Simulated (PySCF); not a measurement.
Si(F)3(NCO) (CF3NOSi), SMILES F[Si](F)(N=C=O)F.

Coordinates come from a r2SCAN-D4/def2-SVP optimisation. Other conformers were not sampled.

All values below come from PBE/def2-TZVP (PySCF).

| Item | Value |
|---|---|
| total energy | -756.97432 hartree |
| point group | C3v |
| highest occupied level | -8.43 eV |
| lowest empty level | -1.17 eV |
| orbital gap | 7.26 eV |
| dipole moment | 0.30 D |
| quadrupole, principal values (traceless, Buckingham form, about the centre of nuclear charge) | -4.55, 2.27, 2.27 D·Å |
| mean static polarisability | 41.3 bohr³ (6.12 Å³) |
| polarisability, principal values | 30.7, 30.7, 62.5 bohr³ |
